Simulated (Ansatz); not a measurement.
Job for Ansatz (an electronic-structure program): R-B3LYP/def2-TZVPPD on CH8OSi (a complex). Files ending in .json are basis or fitting sets from the Basis Set Exchange.

Ansatz 0.2 input:
```yaml
crystal:
  periodic: [false, false, false]
  atoms:
    - {symbol: C, position_ang: [0.19161950, -0.02034643, 0.48587201]}
    - {symbol: H, position_ang: [-0.76427606, -0.21949003, 0.96821516]}
    - {symbol: H, position_ang: [0.06408628, -0.05296463, -0.59477685]}
    - {symbol: H, position_ang: [0.54676391, 0.97079240, 0.76888363]}
    - {symbol: H, position_ang: [0.91561980, -0.78158282, 0.77782672]}
    - {symbol: O, position_ang: [0.99840425, 0.22456363, 3.79927971]}
    - {symbol: Si, position_ang: [-0.56626325, 0.08903396, 4.31042632]}
    - {symbol: H, position_ang: [1.16267412, 0.19516466, 2.85327870]}
    - {symbol: H, position_ang: [-1.41558770, 1.18098877, 3.77246986]}
    - {symbol: H, position_ang: [-0.52067645, 0.16916130, 5.78369455]}
    - {symbol: H, position_ang: [-1.16955970, -1.20187235, 3.89447379]}
basis:
  gaussian:
    orbitals: def2-TZVPPD.json
hamiltonian:
  xc: {name: B3LYP}
scf: {lower_state_search: off}
```

Question: Predict the final total energy.

Answer: -407.7670 hartree.

Question: How many basis functions does it have, and what does it roughly cost on one machine?

Answer: 261 functions; about 7 core-seconds (a rough figure).
